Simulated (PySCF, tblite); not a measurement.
Isomers of [C6H6N]+ (charge +1). Computed values, GFN2-xTB/tblite, gas phase, harmonic and unscaled. Errors from tens to a few hundred cm⁻¹ against measured bands are possible. One conformer each.

Electronic energies: PBE0-D3(BJ)/def2-SVP at its own geometries (PySCF, gas phase).

| SMILES | electronic energy, lowest = 0 (kcal/mol) |
| --- | --- |
| [NH+]#CC1=CC=CC1 | 0.0 |
| c1ccnc[cH+]c1 | 4.2 |
| [NH+]#CC1=CCC=C1 | 6.7 |

Question: How do GFN2-xTB zero-point energies change the relative energies?

Answer: 
| SMILES | ZPE (kcal/mol) | of it from modes above 1550 cm⁻¹ | electronic (kcal/mol) | with ZPE, lowest = 0 (kcal/mol) | lowest mode (cm⁻¹) | rings |
| --- | --- | --- | --- | --- | --- | --- |
| [NH+]#CC1=CC=CC1 | 61.8 | 30.3 | 0.0 | 0.0 | 134 | 1 |
| c1ccnc[cH+]c1 | 63.0 | 28.7 | 4.2 | 5.4 | 237 | 1 |
| [NH+]#CC1=CCC=C1 | 61.4 | 32.6 | 6.7 | 6.3 | 127 | 1 |

The zero-point energies span 1.6 kcal/mol, from `[NH+]#CC1=CCC=C1` to `c1ccnc[cH+]c1`. The order is unchanged.

Question: And how do the electronic energies of GFN2-xTB itself compare?

Answer: `[NH+]#CC1=CC=CC1` 0.0; `c1ccnc[cH+]c1` 2.0; `[NH+]#CC1=CCC=C1` 4.3 kcal/mol, lowest = 0. Against the energies above, taken from the same isomer `[NH+]#CC1=CC=CC1`, the largest difference is 2.4 kcal/mol. The two levels were optimised apart and needn't hold the same conformer.

Question: What do entropy and thermal enthalpy add at 298.15 K and 1 bar (rigid rotor, harmonic oscillator, one conformer each)?

Answer: 
```
          SMILES  point group  symmetry number  S (cal/(mol K))  H − H(0) (kcal/mol)  ZPE + H − H(0) − TS (kcal/mol)
[NH+]#CC1=CC=CC1           C1                1             79.7                 4.78                            42.9
   c1ccnc[cH+]c1           C2                2             73.7                 4.16                            45.2
[NH+]#CC1=CCC=C1           Cs                1             80.6                 4.90                            42.3
```
